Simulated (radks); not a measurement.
V IV, configuration [Ar] 3d1 6f1 (not the ground configuration).

Method: non-relativistic Kohn-Sham, BLYP, spin-polarised, spherical densities, point nucleus; open shells are filled with parallel spins first; computed with a radial shooting solver on a logarithmic mesh with Libxc functionals.

Energy parts (hartree):
total: -940.55268
kinetic: 939.84259
electron-nucleus: -2192.99406
Hartree: 356.26083
exchange-correlation: -43.66205

Orbitals (lengths in bohr, moments of r in powers of bohr; <r^-3> diverges for s and p1/2; r(max) is where P^2 peaks):
| orbital | occ. | eigenvalue (hartree) | <r^2> | <r> | <r^-3> | r(max) |
|---|---|---|---|---|---|---|
| 1s up | 1 | -197.7169 | 0.006032 | 0.06705 | - | 0.04410 |
| 1s down | 1 | -197.7171 | 0.006032 | 0.06705 | - | 0.04410 |
| 2s up | 1 | -23.85818 | 0.1143 | 0.3111 | - | 0.2582 |
| 2s down | 1 | -23.84038 | 0.1142 | 0.3110 | - | 0.2581 |
| 2p up | 3 | -20.43635 | 0.09324 | 0.2752 | 301.9 | 0.2091 |
| 2p down | 3 | -20.42277 | 0.09309 | 0.2750 | 302.3 | 0.2090 |
| 3s up | 1 | -4.37921 | 0.9899 | 0.9287 | - | 0.8154 |
| 3s down | 1 | -4.33111 | 0.9924 | 0.9298 | - | 0.8156 |
| 3p up | 3 | -3.43083 | 1.099 | 0.9705 | 39.26 | 0.8298 |
| 3p down | 3 | -3.38374 | 1.104 | 0.9724 | 39.08 | 0.8303 |
| 3d up | 1 | -1.93530 | 1.419 | 1.078 | 3.752 | 0.8128 |
| 6f up | 1 | -0.21751 | 134.8 | 10.91 | 0.01306 | 11.85 |

The highest occupied level is 6f up at -5.919 eV. Virial ratio -V/T = 2.00076. The electron density at the nucleus is 8188 e/bohr^3. The spin density at the nucleus is -0.2181 e/bohr^3 (1s -0.0032, 2s -0.3722, 3s 0.1573), a Fermi contact field of -11.4 T.

Empty levels of this run are not shown, since the potential may be unsettled where no density lies.
